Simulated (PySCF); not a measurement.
**Question.** What does the PBE0-D3(BJ)/def2-SVP structure of `[SiH2]([SiH2][GeH3])Cl` look like in three dimensions?

**Answer.** 
```xyz
11
ClGeH7Si2 angstrom
Cl    -1.0060   -2.2990    0.7387
Si    -1.6222   -0.3666    0.2569
Si     0.2850    0.9134   -0.2473
Ge     2.2363   -0.4038    0.1197
H     -2.5636   -0.4638   -0.8964
H     -2.3564    0.1751    1.4374
H      0.2245    1.3613   -1.6745
H      0.2990    2.1296    0.6258
H      2.2957   -0.8620    1.5861
H      3.4923    0.4314   -0.1954
H      2.2138   -1.6363   -0.7993
```

Orientation and origin are arbitrary. Atoms count from 1 in this order. Ge4 (germanium bonded to Si and 3 H) is tetrahedral (angles from 108.9° to 110.1°). Si2 (chlorine-bound silicon) is tetrahedral (angles from 107.4° to 112.4°). Si3 (SiH2 silicon) is tetrahedral (angles from 108.3° to 110.6°).

Bonds between heavy atoms (Å): Cl1–Si2 2.085, Si2–Si3 2.352, Si3–Ge4 2.383.

The calculation used PySCF, PBE0-D3(BJ)/def2-SVP geometry optimisation, gas phase.

Point group: near Cs, missed by 0.17 Å at most; the miss may be what the optimiser left on a soft mode. PBE0-D3(BJ)/def2-SVP frequencies: not computed here. The numbers are those of one conformer (Cl1–Si2–Si3–Ge4 -4°).
